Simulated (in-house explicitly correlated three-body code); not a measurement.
Computed with an exponentially correlated three-body code. Model: two electrons around a point charge, non-relativistic, variational in 260 exponentially correlated functions (energies converged to about 1e-7 hartree, or 1e-8 relative for large Z).

Command:
```bash
python run_hyl.py task.json out
```
Settings (lengths in bohr, energies in hartree):
```
Z                      3
nuclear_mass           1000
interaction_strength   1
functions              260
states_tried           13
```

Time taken, with all properties: 42 s on 1 thread of Arm Neoverse V1, with other jobs on the host.

**Those bound S and P states to n = 4 that converged, binding against the one-electron ion.**

Given: nuclear charge 3; mass of the centre 1000 electron masses.

Computed: one-electron threshold -4.4955045 hartree.

```csv
term,energy (hartree),binding (eV)
1 1S,-7.27235364,75.562
2 3S,?,?
2 1S,-5.03581976,14.703
2 3P,-5.02299825,14.354
2 1P,-4.98811273,13.405
3 3S,?,?
3 1S,-4.72902101,6.3543
3 3P,-4.72581255,6.267
3 1P,-4.71541799,5.9842
4 3S,-4.63250221,3.7279
4 1S,-4.62515593,3.528
4 3P,-4.62387117,3.493
4 1P,-4.61950113,3.3741
```

What belongs in the row 2 3S?

energy (hartree): -5.1056044; binding (eV): 16.602.

What belongs in the row 3 3S?

energy (hartree): -4.74732445; binding (eV): 6.8524.

**Converged states only, values per electron or pair.**

```csv
term,mean r (bohr),mean r squared (bohr²),mean inverse r (1/bohr),mean r12 (bohr),mean inverse r12 (1/bohr),mean cosine,mean p1 dot p2 (bohr⁻²),delta r1 (bohr⁻³),delta r12 (bohr⁻³)
1 1S,0.57337,0.44721,2.6852,0.86306,1.5663,-0.043267,0.28585,6.8312,0.53224
2 3S,1.4954,3.7813,1.7788,2.564,0.46159,-0.01247,0.017173,4.5501,-
2 1S,1.6459,4.7048,1.7579,2.8473,0.47565,-0.014531,0.020614,4.5053,0.064122
2 3P,1.419,3.4681,1.7591,2.4291,0.50873,-0.054546,-0.30601,4.2221,-
2 1P,?,?,?,?,?,?,?,?,?
3 3S,3.2383,20.445,1.618,6.0057,0.21331,-0.0036834,0.0045302,4.3558,-
3 1S,3.4653,23.648,1.6124,6.4553,0.21627,-0.0044978,0.0058657,4.3469,0.018724
3 3P,3.2555,21.011,1.6126,6.0445,0.22413,-0.014553,-0.078822,4.2678,-
3 1P,3.4105,23.169,1.6085,6.3434,0.22027,0.0030092,0.073167,4.2866,0.0033184
4 3S,5.7319,67.771,1.5644,10.979,0.12164,-0.001517,0.0017643,4.3132,-
4 1S,?,?,?,?,?,?,?,?,?
4 3P,5.842,71.146,1.5622,11.201,0.1257,-0.0058852,-0.031553,4.2776,-
4 1P,6.0483,76.417,1.5605,11.609,0.12422,0.0012523,0.030638,4.2852,0.0014616
```

What belongs in the row 2 1P?

mean r (bohr): 1.5243; mean r squared (bohr²): 4.0543; mean inverse r (1/bohr): 1.7447; mean r12 (bohr): 2.5966; mean inverse r12 (1/bohr): 0.49192; mean cosine: 0.010476; mean p1 dot p2 (bohr⁻²): 0.2493; delta r1 (bohr⁻³): 4.2939; delta r12 (bohr⁻³): 0.00977.

What belongs in the row 4 1S?

mean r (bohr): 6.037; mean r squared (bohr²): 75.52; mean inverse r (1/bohr): 1.5622; mean r12 (bohr): 11.588; mean inverse r12 (1/bohr): 0.12266; mean cosine: -0.0019025; mean p1 dot p2 (bohr⁻²): 0.0023842; delta r1 (bohr⁻³): 4.3102; delta r12 (bohr⁻³): 0.0078068.
